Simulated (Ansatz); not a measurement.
`P[SiH2]C1CC1` + HCl → `P[SiH2]Cl` + `C1CC1` at 600 K and 1 bar (ligand exchange at the Si–C bond).

Computed with Ansatz on PBE0-D4/def2-TZVP structures; ΔE is electronic, products minus reactants. CBS: MP2 limit from def2 TZ/QZ plus the TZ coupled-cluster correction, frozen cores. This one scheme is used for every species. One conformer a species, not always the lowest.

```tsv
species	CCSD(T)/CBS energy (Eh)	H − E (kJ/mol)	S (J/(mol·K))
`P[SiH2]C1CC1`	-749.56339	352.5	470.8
HCl	-460.38127	35.4	207.2
`P[SiH2]Cl`	-1092.24436	142.0	381.7
`C1CC1`	-117.73368	250.2	292.2
```

H − E and S are ideal-gas, rigid-rotor, harmonic terms from PBE0-D4/def2-TZVP, for one conformer and one mirror image of each species. 1 Eh = 2625.50 kJ/mol, R = 8.31446 J/(mol·K).

Q: By hand: ΔE, ΔH, ΔS and ΔG.

A: ΔE = (-1092.24436) + (-117.73368) − (-749.56339) − (-460.38127) = -0.03338 Eh = -87.6 kJ/mol. Δ(H − E) = 142.0 + 250.2 − 352.5 − 35.4 = 4.3, so ΔH = -83.3 kJ/mol. ΔS = 381.7 + 292.2 − 470.8 − 207.2 = -4.1 J/(mol·K). ΔG = -83.3 − 600 × (-4.1)/1000 = -80.8 kJ/mol.

Q: By hand: the equilibrium constant, and the temperature at which ΔG would vanish if ΔH and ΔS stayed fixed.

A: log₁₀ K = −ΔG/(RT ln 10) = 7.0. ΔG = 0 at ΔH/ΔS = 20317 K, far beyond where these terms or the molecules hold.

The number of gas molecules stays the same, so ΔS is small and ΔH decides. A doubt of 5 kJ/mol in ΔE shifts log₁₀ K by 0.4 here. Other conformers and mirror images would add mixing entropy, several J/(mol·K) or more a flexible species. Modes under 60 cm⁻¹, often nearly free rotors, make the harmonic entropy too high. These are equilibria of isolated gas molecules and say nothing of rates. Largest T1 diagnostic: 0.012 (customary marks: 0.02 for closed shells, 0.045 for open ones).
